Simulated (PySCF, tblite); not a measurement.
C₅H₈F₃PS.
Structure used (GFN2-xTB), in Å, numbered top down from 1:
```xyz
18
C5H8F3PS angstrom
C      3.0052   -0.2936    0.8333
C      1.6352   -0.6797    0.4198
C      0.6492    0.1696    0.1480
P     -0.9692   -0.4700   -0.3377
C     -1.5143    0.5162   -1.7866
S     -1.2140   -2.3795   -0.4125
C     -2.0448    0.3832    0.9863
F     -1.8024   -0.1104    2.2007
F     -3.3461    0.2285    0.7297
F     -1.8146    1.7058    1.0461
H      3.1179    0.7864    0.8869
H      3.2277   -0.7276    1.8075
H      3.7309   -0.6972    0.1280
H      1.4359   -1.7433    0.3364
H      0.7649    1.2441    0.2082
H     -0.9264    0.1945   -2.6460
H     -2.5661    0.2958   -1.9757
H     -1.3780    1.5834   -1.6175
```

Theory: PBE0/pcSseg-1 in PySCF (dipole) on a GFN2-xTB geometry, gas phase.

Masses are those of the commonest isotopes; rigid-rotor values at the optimised geometry. The values belong to one conformer with, in the numbering `[CH3:1]/[CH:2]=[CH:3]/[P@@:4]([CH3:5])(=[S:6])[C:7]([F:8])([F:9])[F:10]`, C2–C3–P4–C5 -134°.

(1) Give the principal moments of inertia and the rotational constants in cm⁻¹.

(2) What kind of rotor is it?

(3) Is it planar, by Δ = Ic − Ia − Ib?

(4) List the rotational levels J(Ka,Kc) to J = 5 (MHz).

(5) Which types of transition are allowed, and where do some lines up to J = 3 fall?

(6) Estimate the classical rotational partition function at 25 K, 50 K and 298.15 K.

Answers

(1) Ia = 428.22, Ib = 686.01, Ic = 820.22 u·Å²; 505379 MHz·u·Å²/I gives 1180, 736.7 and 616.2 MHz, that is A = 0.03937, B = 0.02457, C = 0.02055 cm⁻¹.

(2) An asymmetric top. Ray's parameter κ = (2B − A − C)/(A − C) = -0.573; −1 is the prolate and +1 the oblate limit.

(3) Not planar: Δ = Ic − Ia − Ib = -294.00 u·Å². For a rigid frame Δ = −2 Σ m c², so Σ m c² = 147.00 u·Å² lies off the ab plane: 21.78 from hydrogen and 125.22 from heavier atoms. The atom farthest from that plane is 2.68 Å away.

(4) Above 0(0,0):
J = 1: 1(0,1) 1353, 1(1,1) 1796, 1(1,0) 1917
J = 2: 2(0,2) 4037, 2(1,2) 4381, 2(1,1) 4743, 2(2,1) 6074, 2(2,0) 6095
J = 3: 3(0,3) 8014, 3(1,3) 8247, 3(1,2) 8968, 3(2,2) 10132, 3(2,1) 10235, 3(3,1) 12663, 3(3,0) 12666
J = 4: 4(0,4) 13243, 4(1,4) 13381, 4(1,3) 14569, 4(2,3) 15527, 4(2,2) 15812, 4(3,2) 18111, 4(3,1) 18128, 4(4,1) 21606, 4(4,0) 21606
J = 5: 5(0,5) 19698, 5(1,5) 19771, 5(1,4) 21515, 5(2,4) 22244, 5(2,3) 22836, 5(3,3) 24927, 5(3,2) 24991, 5(4,2) 28417, 5(4,1) 28419, 5(5,1) 32907, 5(5,0) 32907

(5) The dipole components are |μa| = 2.64 D, |μb| = 2.22 D, |μc| = 2.87 D. The squared components, which scale the intensities, stand as 0.85 : 0.60 : 1.00 (a : b : c). Some lines, for components of 0.1 D or more:

```csv
type,branch,"J(Ka,Kc)",MHz,lower level (cm⁻¹)
c,Q,"2(1,2) ← 2(0,2)",344,0.135
a,Q,"2(1,1) ← 2(1,2)",362,0.146
c,Q,"1(1,1) ← 1(0,1)",444,0.045
a,Q,"3(1,2) ← 3(1,3)",721,0.275
b,Q,"3(2,2) ← 3(1,3)",1885,0.275
c,Q,"3(3,1) ← 3(2,1)",2428,0.341
b,Q,"3(3,0) ← 3(2,1)",2431,0.341
a,R,"2(1,2) ← 1(1,1)",2585,0.060
c,R,"2(1,1) ← 1(0,1)",3390,0.045
b,R,"3(0,3) ← 2(1,2)",3633,0.146
a,R,"3(2,2) ← 2(2,1)",4059,0.203
a,R,"3(2,1) ← 2(2,0)",4140,0.203
b,R,"2(2,1) ← 1(1,0)",4157,0.064
b,R,"3(1,3) ← 2(0,2)",4210,0.135
a,R,"3(1,2) ← 2(1,1)",4225,0.158
c,R,"2(2,1) ← 1(1,1)",4277,0.060
c,R,"3(2,1) ← 2(1,1)",5492,0.158
c,R,"3(2,2) ← 2(1,2)",5751,0.146
b,R,"3(2,1) ← 2(1,2)",5854,0.146
c,R,"3(3,1) ← 2(2,1)",6590,0.203
b,R,"3(3,0) ← 2(2,1)",6592,0.203
```

(6) Point group C1, symmetry number σ = 1; q = (√π/σ)·√((kT/h)³/(ABC)), k/h = 20836.6 MHz/K: 28800 at 25 K, 81400 at 50 K, 1190000 at 298.15 K.

Its GFN2-xTB frequencies are all real (lowest 36 cm⁻¹). No vibrational averaging or centrifugal distortion is included, and the geometry carries the error of its method. A rigid rotor knows nothing of internal rotation, which can split or shift real lines.
